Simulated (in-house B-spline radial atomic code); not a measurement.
Xe⁷⁺. Computed with a B-spline radial atomic code. Model: all-electron spherical atom, spin shells full or empty, radial basis limit, no spin-orbit coupling: exact exchange with a local potential (Slater, KLI or optimised effective potential, whose far tail is KLI's), no correlation.

Empty minority-spin level lies below the highest occupied level: each spin potential is zero at infinity, spin occupations fixed.

Exchange potential has not reached -1/r at the last radius.

The run also made RPA and GW results, which its time includes.

The Slater potential averages the orbital exchange potentials with the orbital densities as weights, KLI adds orbital constants, and the optimised effective potential minimises the exact-exchange energy among local potentials. So their energies lie above Hartree-Fock in the order OEP, KLI, Slater. All fall off as −1/r, unlike LDA and GGA exchange.

Command:
```bash
python run_gw.py task.json out
```
Settings (lengths in bohr, energies in hartree):
```
Z                      54
electrons              47
configuration          [Kr] 4d10 5s1
hamiltonian            nr
method                 kli
lmax                   9
spin_polarised         True
box_radius             8.41
intervals              72
ion_configuration      [Kr] 4d10
```

Run time, properties included: 19 s on 1 thread of Arm Neoverse N1, on a shared host.

Given: hamiltonian non-relativistic; mean-field start exchange-only KLI.

Computed: energy above Hartree-Fock 20.193 millihartree; virial ratio -E/T less 1 0.000277.

```
radius (bohr)  r times exchange potential up (hartree bohr)  r times exchange potential down (hartree bohr)
     0.000926                                      -0.03941                                       -0.039674
      0.00116                                     -0.049307                                       -0.049638
      0.00144                                     -0.061102                                       -0.061513
       0.0018                                             ?                                               ?
      0.00224                                     -0.094407                                       -0.095047
       0.0028                                      -0.11727                                        -0.11807
      0.00349                                      -0.14484                                        -0.14584
      0.00436                                      -0.17849                                        -0.17974
      0.00544                                      -0.21831                                        -0.21988
      0.00679                                      -0.26475                                         -0.2667
      0.00847                                      -0.31695                                        -0.31941
       0.0106                                      -0.37398                                        -0.37707
       0.0132                                             ?                                               ?
       0.0164                                      -0.47972                                        -0.48462
       0.0205                                      -0.51742                                        -0.52364
       0.0256                                       -0.5345                                        -0.54242
       0.0319                                      -0.53436                                        -0.54444
       0.0399                                       -0.5468                                        -0.55954
       0.0497                                      -0.61634                                        -0.63205
        0.062                                      -0.74003                                        -0.75932
       0.0774                                      -0.86424                                        -0.88823
       0.0966                                      -0.93753                                        -0.96785
        0.121                                      -0.93797                                        -0.97696
         0.15                                      -0.93394                                        -0.98307
        0.188                                       -1.0704                                         -1.1308
        0.234                                       -1.2667                                         -1.3409
        0.292                                        -1.342                                         -1.4358
        0.364                                       -1.1982                                         -1.3183
        0.455                                       -0.9553                                          -1.104
        0.567                                       -1.1105                                         -1.2933
        0.708                                       -1.3604                                         -1.6006
        0.883                                       -1.3967                                         -1.7055
          1.1                                       -1.2307                                         -1.6072
         1.37                                        -1.014                                         -1.4134
         1.72                                      -0.94059                                         -1.2316
         2.14                                      -0.96981                                         -1.1219
         2.67                                      -0.99151                                         -1.0646
```

Question: What belongs in the row 0.0018?

Answer: r times exchange potential up (hartree bohr): -0.076168; r times exchange potential down (hartree bohr): -0.076682.

Question: What belongs in the row 0.0132?

Answer: r times exchange potential up (hartree bohr): -0.42993; r times exchange potential down (hartree bohr): -0.43382.

```csv
occupied,level (hartree),Hartree-Fock level (hartree)
1s up,-1213.2,-1227.9
1s down,-1213.5,-1227.9
2s up,-187.14,-192.77
2s down,-187.46,-192.77
2p up,?,?
2p down,-176.62,-181.22
3s up,-41.163,-43.581
3s down,?,?
3p up,-36.59,-38.622
3p down,-36.913,-38.615
3d up,-28.099,-29.528
3d down,-28.422,-29.524
4s up,-10.192,-11.198
4s down,-10.526,-11.163
4p up,-8.5609,-9.3345
4p down,-8.8947,-9.3202
4d up,-5.7485,-6.096
4d down,-6.0771,-6.0839
5s up,-3.7078,-3.7078
```

Question: What belongs in the row 2p up?

Answer: level (hartree): -176.31; Hartree-Fock level (hartree): -181.22.

Question: What belongs in the row 3s down?

Answer: level (hartree): -41.486; Hartree-Fock level (hartree): -43.565.

```json
{"empty": "5s down", "level (hartree)": "-3.9033"}
{"empty": "5p down", "level (hartree)": "?"}
{"empty": "5p up", "level (hartree)": "-3.2229"}
{"empty": "4f down", "level (hartree)": "-2.9557"}
{"empty": "4f up", "level (hartree)": "-2.6751"}
{"empty": "5d down", "level (hartree)": "-2.5674"}
{"empty": "5d up", "level (hartree)": "-2.4512"}
```

Question: What belongs in the row 5p down?

Answer: level (hartree): -3.3919.

The highest level, 5s up, differs from Hartree-Fock by -0.00076 eV and the deepest, 1s down, by +392 eV: a local potential can match the highest level but can't give each shell its own exchange.
